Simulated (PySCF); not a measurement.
BH2O3, SMILES [O]B(O)O (connectivity only; charge and spin as stated), charge -1, multiplicity 1. Geometry optimised at PBE-D3(BJ)/def2-SVPD. The multiplicity is an assumed one; other spin states were not compared. The isomer is the one that the SMILES or the coordinates give; other isomers of the formula were not compared. Other conformers were not sampled.

The numbers are results of PySCF 2.14.0 with PBE-D3(BJ)/def2-SVPD, not measurements.

Harmonic wavenumbers (cm⁻¹): 95, 413, 449, 454, 654, 746, 805, 1028, 1041, 1570, 3714, 3740. Rotational constants (GHz): 10.11, 9.549, 4.911; symmetry number 2.

Work out the zero-point energy and the ideal-gas rigid-rotor harmonic-oscillator thermochemistry at 298.15 K and 1 atm.

ZPE = ½ Σ hcν = ½ × 14709 cm⁻¹ = 87.98 kJ/mol. H − E(el) = 102.99 kJ/mol. Entropy in J/(mol K): translation 159.98, rotation 94.78, vibration 29.49, total 284.25. G − E(el) = 18.23 kJ/mol. Cp = 71.57 J/(mol K). Modes under 150 cm⁻¹ make the vibrational entropy uncertain.
